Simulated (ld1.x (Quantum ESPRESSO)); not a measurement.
# Mo: excitation energies, all-electron against ultrasoft

```json
{
  "Element": "Mo",
  "Generator": "ld1.x (Quantum ESPRESSO) 7.5",
  "Type": "ultrasoft",
  "Functional": "PBE",
  "Relativity": "scalar-relativistic",
  "Frozen core": "[Ar] 3d10 4s2",
  "Valence charge": "12",
  "Reference configuration": "4p6 4d5 5s0.5 5p0 (charge +0.5)",
  "Partial waves": "5s (bound): rcut 2.40, rcutus 2.75 bohr; 5s channel at 0.85 Ry: rcut 2.40, rcutus 2.75 bohr; 4p (bound): rcut 2.00, rcutus 2.65 bohr; 5p (bound, empty): rcut 2.00, rcutus 2.65 bohr; 4d (bound): rcut 2.00, rcutus 2.20 bohr; 4d channel at 0.05 Ry: rcut 2.00, rcutus 2.20 bohr",
  "Local potential": "all-electron potential smoothed inside 2.35 bohr (lloc = -2)",
  "Core correction": "a·sin(br)/r model core, default radius (core density twice the valence density)",
  "Augmentation charge": "PSQ, inside the norm-conserving radii"
}
```

Energies are relative to the spin-unpolarised reference configuration 4p6 4d5 5s0.5 5p0; without spin polarisation the order of configurations can differ from experiment.

```json
{"valence configuration": "4p6 4d5 5s1 5p0", "charge": "0", "ΔE all-electron (eV)": "-2.727", "error AE − PS (meV)": "+0.3"}
{"valence configuration": "4p6 4d5 5s0 5p0", "charge": "+1", "ΔE all-electron (eV)": "4.163", "error AE − PS (meV)": "-1.3"}
{"valence configuration": "4p6 4d5 5s0 5p1", "charge": "0", "ΔE all-electron (eV)": "0.414", "error AE − PS (meV)": "-0.5"}
{"valence configuration": "4p6 4d3 5s0 5p0", "charge": "+3", "ΔE all-electron (eV)": "46.369", "error AE − PS (meV)": "-69"}
{"valence configuration": "4p5 4d5 5s1 5p0", "charge": "+1", "ΔE all-electron (eV)": "41.240", "error AE − PS (meV)": "-66"}
```

Task: What are ΔE and the potential's error for 4p6 4d6 5s0 5p0?

Result: ΔE = -1.964 eV all-electron; the error (AE − PS) is -3.8 meV.

Task: What are ΔE and the potential's error for 4p6 4d4 5s0 5p0?

Result: ΔE = 19.625 eV all-electron; the error (AE − PS) is -11 meV.
